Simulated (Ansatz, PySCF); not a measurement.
Gas-phase reaction (SMILES): [Cl][In]([Cl])[Cl] + [H][H] (H2) → [Cl][InH][Cl] + Cl (HCl); hydrogen cleaves one In-Cl bond, a model of a ligand-exchange step.

Structures are relaxed separately at B3LYP-D3(BJ)/def2-TZVP in Ansatz (an electronic-structure program). Cores are frozen in the correlated levels unless marked. No spin-orbit coupling. The frozen core is the preceding noble-gas configuration, with the filled d and f shells of earlier blocks. In def2 rows, elements after Kr have scalar-relativistic effective core potentials. CBS marks a two-point X^-3 extrapolation of the correlation energy; Hartree-Fock from the larger set. Thermal terms are rigid-rotor harmonic-oscillator values from B3LYP-D3(BJ) frequencies (Ansatz or PySCF) at 298.15 K and 1 atm. 1 Eh = 627.5095 kcal/mol.

```json
[
 {"species": "[Cl][In]([Cl])[Cl]", "E, CCSD(T)/CBS(def2-TZVPPD,def2-QZVPPD) (Ansatz) (Eh)": "-1568.76858", "E, wB97X-V/def2-TZVPD (Ansatz) (Eh)": "-1570.70752", "H - E (Eh)": "0.01020"},
 {"species": "[H][H] (H2)", "E, CCSD(T)/CBS(def2-TZVPPD,def2-QZVPPD) (Ansatz) (Eh)": "-1.17452", "E, wB97X-V/def2-TZVPD (Ansatz) (Eh)": "-1.17238", "H - E (Eh)": "0.01336"},
 {"species": "[Cl][InH][Cl]", "E, CCSD(T)/CBS(def2-TZVPPD,def2-QZVPPD) (Ansatz) (Eh)": "-1109.53011", "E, wB97X-V/def2-TZVPD (Ansatz) (Eh)": "-1111.10264", "H - E (Eh)": "0.01383"},
 {"species": "Cl (HCl)", "E, CCSD(T)/CBS(def2-TZVPPD,def2-QZVPPD) (Ansatz) (Eh)": "-460.37886", "E, wB97X-V/def2-TZVPD (Ansatz) (Eh)": "-460.74931", "H - E (Eh)": "0.01000"}
]
```

Q: Work out ΔE and ΔH at 298.15 K at the first level, then ΔH at the second.

A: 
1. ΔE = [(-1109.53011) + (-460.37886)] - [(-1568.76858) + (-1.17452)] = 0.03413 Eh = 21.4 kcal/mol at CCSD(T)/CBS(def2-TZVPPD,def2-QZVPPD).
2. The terms H - E add up to 0.00027 Eh, so ΔH = (0.03413 + (0.00027))×627.5095 = 21.6 kcal/mol.
3. At wB97X-V/def2-TZVPD the same steps give ΔE = 17.5 and ΔH = 17.7 kcal/mol, a shift of -3.9 from the first level.
4. These values are not checked against measurement here, since the tables used lack a sound gas-phase enthalpy of formation for at least one species.
